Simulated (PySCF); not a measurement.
PySCF 2.14 output of an unrestricted r2SCAN0 calculation on a single atom or ion in x2c-TZVPPall with one added diffuse shell each of s, p, d, f type (9s7p7d3f1g, 95 functions), with scalar relativity by spin-free X2C-1e:

```
SCF conv_tol = 1e-09
number electrons alpha = 23  beta = 20
    M. Bursch, H. Neugebauer, S. Ehlert, and S. Grimme.,  J. Chem. Phys. 156, 134105 (2022)
cycle= 1 E= -4782.64700333779  delta_E= -0.00706  |g|= 0.0284  |ddm|= 0.0671
cycle= 2 E= -4782.64708259226  delta_E= -7.93e-05  |g|= 0.00517  |ddm|= 0.00855
cycle= 3 E= -4782.64708528209  delta_E= -2.69e-06  |g|= 0.000957  |ddm|= 0.00177
cycle= 4 E= -4782.64708542083  delta_E= -1.39e-07  |g|= 0.000784  |ddm|= 0.000835
cycle= 5 E= -4782.64708552109  delta_E= -1e-07  |g|= 2.56e-05  |ddm|= 0.000379
cycle= 6 E= -4782.64708552153  delta_E= -4.41e-10  |g|= 1.9e-06  |ddm|= 2.61e-05
converged SCF energy = -4782.64708552153  <S^2> = 3.7525204  2S+1 = 4.00126
```

The run itself started from symmetry-adapted Hartree-Fock orbitals and held the occupation by maximum overlap, on a logarithmic radial grid, so the iterations belong to that start.

Task: Which element, charge and spin multiplicity is this?

Result: Rh²⁺ (rhodium, charge +2), multiplicity 4; the state was [Kr] 4d7, high-spin 4F determinant.
